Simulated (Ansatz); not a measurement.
`O[SiH2][AlH2]` + CH₃SH → `CS[SiH2]O` + `[AlH3]`  (cleavage of the Si–Al bond)

Program: Ansatz. Geometries: PBE0-D4/def2-TZVP. ΔE: electronic, gas phase. CBS: MP2 limit from def2 TZ/QZ plus the TZ coupled-cluster correction, frozen cores. This one scheme is used for every species. DFT in def2-TZVPP. B3LYP here is the variant with VWN-RPA as its local correlation; programs differ in this. HSE06 is defined as in plane-wave codes. Each species was taken in one conformer, which may not be the lowest.

| level | ΔE (kcal/mol) | difference from CCSD(T)/CBS |
| --- | --- | --- |
| LDA (SPW92) | -16.8 | 1.9 |
| PBE-D4 | -16.5 | 2.2 |
| revPBE-D4 | -17.5 | 1.2 |
| BLYP-D4 | -18.3 | 0.4 |
| r2SCAN-D4 | -18.8 | -0.1 |
| B97M-V | -20.9 | -2.2 |
| PBE0-D4 | -17.1 | 1.6 |
| B3LYP-D4 | -18.4 | 0.3 |
| r2SCANh-D4 | -18.9 | -0.2 |
| r2SCAN0-D4 | -18.9 | -0.2 |
| HSE06-D4 | -17.0 | 1.7 |
| BHLYP-D4 | -19.1 | -0.4 |
| CAM-B3LYP-D4 | -18.6 | 0.1 |
| ωB97X-V | -18.3 | 0.4 |
| ωB97M-V | -20.0 | -1.3 |
| B2PLYP | -18.5 | 0.2 |
| PBE-QIDH | -18.5 | 0.2 |
| PBE | -15.5 | 3.2 |
| BLYP | -16.1 | 2.6 |
| r2SCAN | -18.6 | 0.1 |
| PBE0 | -16.2 | 2.5 |
| B3LYP | -16.8 | 1.9 |
| r2SCAN0 | -18.6 | 0.1 |
| HSE06 | -16.2 | 2.5 |
| BHLYP | -17.9 | 0.8 |
| CAM-B3LYP | -17.7 | 1.0 |
| LC-ωPBE | -17.1 | 1.6 |
| RPA@PBE/def2-TZVPP | -17.1 | 1.6 |
| MP2/def2-SVP | -20.3 | -1.6 |
| CCSD/def2-SVP | -17.4 | 1.3 |
| CCSD(T)/def2-SVP | -17.7 | 1.0 |
| HF/def2-TZVPP | -18.4 | 0.3 |
| SCS-MP2/def2-TZVPP | -19.9 | -1.2 |
| CCSD/def2-TZVPP | -17.6 | 1.1 |
| HF/def2-QZVPP | -18.4 | 0.3 |
| MP2/def2-QZVPP | -21.4 | -2.7 |
| SCS-MP2/def2-QZVPP | -20.3 | -1.6 |
| HF/CBS(def2) | -18.4 | 0.3 |
| MP2/CBS(def2) | -21.6 | -2.9 |
| CCSD/CBS(def2) | -18.3 | 0.4 |
| CCSD(T)/CBS | -18.7 | 0 |

Largest T1 diagnostic among the species: 0.012.

From PBE to PBE0 (25 % exact exchange), in def2-TZVPP and without D4, ΔE moves by −0.7 kcal/mol. The D4 term adds −1.6 kcal/mol with B3LYP and −0.9 kcal/mol with PBE0; it sums over pairs of atoms, weighted by their polarisabilities, and B3LYP, whose exchange is more repulsive, gets the larger term. Leaving LDA and LC-ωPBE aside and taking each functional with its dispersion term where it has one, the values spread over 4.4 kcal/mol, from B97M-V to PBE-D4. LDA lies −1.4 kcal/mol from PBE without D4.
